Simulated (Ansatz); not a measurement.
Input for Ansatz (a quantum-chemistry and plane-wave program): R-CCSD(T)/cc-pVDZ on C2H7BO (SMILES CBOC).

Ansatz 0.2 input:
```yaml
crystal:
  periodic: [false, false, false]
  atoms:
    - {symbol: C, position_ang: [1.40655598, 0.19677189, 0.31294887]}
    - {symbol: B, position_ang: [0.54495082, -0.60651610, -0.72402954]}
    - {symbol: O, position_ang: [-0.80591298, -0.60274527, -0.78933928]}
    - {symbol: C, position_ang: [-1.63206124, 0.15239826, 0.09299302]}
    - {symbol: H, position_ang: [1.95293785, -0.51156574, 0.94667380]}
    - {symbol: H, position_ang: [2.17960693, 0.76910697, -0.20934943]}
    - {symbol: H, position_ang: [0.85916951, 0.87690819, 0.96672599]}
    - {symbol: H, position_ang: [1.07267593, -1.30418478, -1.54183341]}
    - {symbol: H, position_ang: [-1.46560698, -0.13634446, 1.13241477]}
    - {symbol: H, position_ang: [-2.66674176, -0.05640870, -0.17283329]}
    - {symbol: H, position_ang: [-1.44557406, 1.22257974, -0.01437152]}
basis:
  gaussian:
    orbitals: cc-pVDZ
magnetization: {spin_polarized: false}
correlation: {method: ccsd_t, electrons: outside_noble_gas}
scf: {lower_state_search: off}
```

The log:

```
WARN ansatz: RAYON_NUM_THREADS=2 ignored (pool sized by the plan → 2); use --threads N
Functional definition: HF
these checks for a lower state are left out or cut short: stability, starts, cluster_reference, orbital_swaps, neighbouring_geometries, increment
integrals: 0.09 GiB planned
820 factors; integrals over basis functions are off by at most 1.1e-3 eV
mean field: 0.17 GiB planned
mean field evaluation 1: about -4879.3269 eV, gradient 3.2e1 eV
mean field evaluation 2: about -4879.3288 eV, gradient 3.2e1 eV
mean field evaluation 4: about -4881.8705 eV, gradient 4.0e0 eV
mean field evaluation 8: about -4881.9144 eV, gradient 1.6e-4 eV
mean field -4881.91436928 eV, -179.4070439907 hartree, gradient 1.5e-6 eV, S^2 0.000000; 0 other end points of the search recorded, 0 dependent functions left out
4 core orbitals not correlated
reference -4881.91436928 eV, -179.4070439907 hartree; 12, 12 occupied and 75, 75 virtual orbitals, 820 factors
second order -15.23568669 eV of doubles, -0.00000000 eV of singles
coupled cluster: 0.32 GiB planned
cycle   1  -16.03726461 eV  change   -8.0e-1 eV  update   9.2e-2
cycle   2  -16.46571521 eV  change   -4.3e-1 eV  update   2.7e-2
cycle   3  -16.57095891 eV  change   -1.1e-1 eV  update   1.5e-2
cycle   4  -16.56699451 eV  change    4.0e-3 eV  update   4.6e-3
cycle   5  -16.56692531 eV  change    6.9e-5 eV  update   1.9e-3
cycle   6  -16.56685431 eV  change    7.1e-5 eV  update   5.5e-4
cycle   7  -16.56659619 eV  change    2.6e-4 eV  update   1.6e-4
cycle   8  -16.56658822 eV  change    8.0e-6 eV  update   4.8e-5
cycle   9  -16.56659812 eV  change   -9.9e-6 eV  update   1.3e-5
perturbative correction -0.44175835 eV, -0.0162343198 hartree
Total energy: -4898.92272574 eV, -180.0320895620 hartree
Checks for a lower state left out: stability, starts, cluster_reference, orbital_swaps, neighbouring_geometries, increment
```

The run converged.

Cost: about 11 core-seconds (a rough figure).
